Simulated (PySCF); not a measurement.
SMILES [OH-] (charge -1), singlet (CAM-B3LYP/def2-SVP optimised geometry):

```
2

O     -0.492     0.000     0.000
H      0.492     0.000     0.000
```

Computed with CAM-B3LYP/def2-TZVPD in PySCF.

**Question.** What are the frontier orbital energies?

**Answer.** HOMO-2 -4.46 eV, HOMO-1 -0.76 eV, HOMO -0.76 eV, LUMO 6.35 eV, LUMO+1 7.84 eV.

On the same geometry PBE/def2-TZVPD in PySCF gives HOMO-2 -1.53 eV, HOMO-1 2.11 eV, HOMO 2.11 eV, LUMO 5.19 eV, LUMO+1 6.69 eV.

Meta-Löwdin charges at CAM-B3LYP/def2-TZVPD: O1 -1.20, H2 0.20.
